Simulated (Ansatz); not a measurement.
`CO[SiH](N)O[SiH3]` + `C=[CH][ZnH]` → `C=C[SiH](N)OC` + `[SiH3][O][ZnH]`  (redistribution)

Gas-phase electronic energies from Ansatz, PBE0-D4/def2-TZVP geometries. CCSD(T)/CBS is the MP2 limit (def2-TZVPP, def2-QZVPP) plus CCSD(T) − MP2 in def2-TZVPP, frozen cores. Functionals use def2-TZVPP. For Zn outer-core shells are correlated without core-valence functions, which leaves a few kJ/mol of doubt a bond. Scalar relativity is left out up to krypton. Each species was taken in one conformer, which may not be the lowest.

| level | ΔE (kJ/mol) | difference from CCSD(T)/CBS |
| --- | --- | --- |
| PBE-D4 | 33.9 | -1.0 |
| PBE0-D4 | 36.7 | 1.8 |
| ωB97X-V | 35.7 | 0.8 |
| ωB97M-V | 39.4 | 4.5 |
| B2PLYP | 36.7 | 1.8 |
| PBE0 | 35.6 | 0.7 |
| CCSD(T)/def2-TZVPP | 37.5 | 2.6 |
| HF/def2-QZVPP | 38.8 | 3.9 |
| MP2/def2-QZVPP | 35.4 | 0.5 |
| MP2/CBS(def2) | 34.8 | -0.1 |
| CCSD(T)/CBS | 34.9 | 0 |

Largest T1 diagnostic among the species: 0.016.
